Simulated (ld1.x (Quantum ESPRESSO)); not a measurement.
**argon (Ar): one change to a TM potential, before and after**

```
Element                 : Ar (Z = 18)
Generator               : ld1.x (Quantum ESPRESSO) 7.5
Type                    : norm-conserving Troullier–Martins (Kleinman–Bylander form)
Functional              : PW91
Relativity              : scalar-relativistic
Frozen core             : [Ne]
Valence charge          : 8
Reference configuration : 3s2 3p6
Partial waves           : 3p (bound): rc 1.00 bohr; 3s (bound): rc 1.30 bohr
Local potential         : the s channel
Core correction         : Bessel-smoothed model core inside 0.45 bohr
```

Change: all radii but the core radius scaled by about 1.10 (s 1.42, p 1.10 bohr).

Cutoffs: the cutoffs (Ry, on a coarse ladder) from which the occupation-weighted sum of valence levels, in a spherical-Bessel basis at the reference potential, stays within 10 and 1 mRy of its value at 400 Ry; they do not see the model core or the augmentation charge, which bear on the density cutoff. Errors are all-electron minus pseudo energies relative to the spin-unpolarised reference configuration.

Predict the effect on cutoff, ghosts and configuration errors.

The potential gets softer (110 Ry and 200 Ry → 80 Ry and 160 Ry); of the 6 tests that both files solve, the error grows in 4 and shrinks in 1 by more than 15 % and 0.3 meV (median size 16.6 → 19.5 meV); neither file shows a bound ghost. A larger radius leaves more room for a smooth pseudo-wave, so fewer plane waves are needed.

| quantity | base | changed |
| --- | --- | --- |
| cutoff, loose | 110 Ry | 80 Ry |
| cutoff, tight | 200 Ry | 160 Ry |
| loose cutoff by channel (10 mRy a level) | p 80 Ry, s 35 Ry | p 18 Ry, s 30 Ry |
| bound ghosts | none | none |
| error for 3s2 3p5, meV [ΔE 16.12 eV] | +3.9 | +5.0 |
| error for 3s2 3p4, meV [ΔE 44.85 eV] | +27 | +34 |
| error for 3s2 3p3, meV [ΔE 87.51 eV] | +86 | +109 |
| error for 3s2 3p2, meV [ΔE 145.24 eV] | +199 | +254 |
| error for 3s1 3p6, meV [ΔE 30.72 eV] | +6.6 | +3.3 |
| error for 3s2 3p5.5, meV [ΔE 6.58 eV] | +0.5 | +0.7 |
